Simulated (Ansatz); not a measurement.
Ansatz (a quantum-chemistry and plane-wave program) input (B3LYP/6-31G*):

Ansatz 0.2 input:
```yaml
crystal:
  periodic: [false, false, false]
  atoms:
    - {symbol: C, position_ang: [-0.56080003, 0.14506216, 0.12156369]}
    - {symbol: N, position_ang: [0.73190287, -0.29426210, -0.23858313]}
    - {symbol: H, position_ang: [-0.88976989, 0.13146236, 1.23132367]}
    - {symbol: H, position_ang: [-1.33041974, -0.50593890, -0.35908275]}
    - {symbol: H, position_ang: [-0.91759877, 1.20478643, -0.17785656]}
    - {symbol: H, position_ang: [1.37926853, 0.35915182, 0.24631540]}
basis:
  gaussian:
    orbitals: 6-31G*
hamiltonian:
  xc: {name: B3LYP}
total_charge: -1
phonons: {temperatures: {t_min: 298.15, t_max: 298.15, t_step: 100}}
```

**Question.** Which harmonic wavenumbers does it give?

**Answer.** 455, 1042, 1079, 1137, 1383, 1446, 1500, 1546, 2247, 2437, 2826, 3161 cm⁻¹ (unscaled; negative means imaginary).
